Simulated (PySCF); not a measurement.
**Spin-rotation constants: SMILES C=C/C(CF)=N\CC, C₆H₁₀FN**

Cartesian coordinates in Å; atom numbers follow the order of the lines, from 1:
```xyz
18

C    -1.337    1.947   -0.240
C    -1.573    0.671   -0.514
C    -0.785   -0.464   -0.012
C    -1.606   -1.666    0.394
F    -2.754   -1.292    1.051
N     0.468   -0.594    0.082
C     1.419    0.385   -0.349
C     2.605   -0.332   -0.988
H    -1.967    2.731   -0.627
H    -0.535    2.256    0.409
H    -2.430    0.394   -1.116
H    -1.032   -2.313    1.061
H    -1.923   -2.227   -0.494
H     0.996    1.123   -1.047
H     1.764    0.918    0.544
H     2.291   -0.840   -1.896
H     3.003   -1.071   -0.298
H     3.386    0.383   -1.236
```

Method: PySCF 2.14.0, GIAO CAM-B3LYP/pcSseg-1 magnetisability, rotational g tensor and spin-rotation constants, non-relativistic, gas phase. Geometry: GFN2-xTB.

Task: Give the nuclear spin-rotation constants along the inertial axes (H = +C I·J) beside the isotropic shieldings.

Result: Rotational constants 3.1113, 1.2344, 0.9337 GHz. A star marks the isotopologue with that one atom substituted, in its own axes.
```csv
atom,isotope,Caa (kHz),Cbb (kHz),Ccc (kHz),mean (kHz),σ (ppm)
F5,19F,0.917,0.138,0.359,0.472,426.3
N6,14N,1.050,0.249,0.054,0.451,-125.8
H9,1H,-0.301,0.081,-0.083,-0.101,25.7
H10,1H,-0.147,-0.123,0.018,-0.084,26.1
H11,1H,-0.094,-0.113,0.008,-0.066,25.4
H12,1H,-0.337,0.036,-0.050,-0.117,26.7
H13,1H,-0.325,-0.100,0.051,-0.124,26.4
H14,1H,-0.283,0.010,-0.064,-0.112,27.9
H15,1H,-0.284,-0.122,0.032,-0.125,28.1
H16,1H,-0.326,-0.138,0.013,-0.150,30.8
H17,1H,-0.310,-0.005,-0.075,-0.130,29.9
H18,1H,-0.006,-0.103,-0.106,-0.072,30.6
C1,13C*,0.716,0.501,0.308,0.509,49.0
C2,13C*,0.877,0.478,0.296,0.550,45.9
C3,13C*,1.328,0.605,0.211,0.715,12.2
C4,13C*,0.672,0.336,0.267,0.425,91.0
C7,13C*,0.606,0.237,0.184,0.343,133.5
C8,13C*,0.424,0.177,0.152,0.251,164.4
```
For the geometry as given, no vibrational averaging.

Task: How do the rotational constants and the g tensor change when H9, H10, H11, H12, H13, H14, H15, H16, H17, H18 are replaced by deuterium?

Result: Constants 2.5326, 1.0788, 0.8136 GHz; g -0.0205, -0.0151, -0.0062, against -0.0249, -0.0172, -0.0071 before.
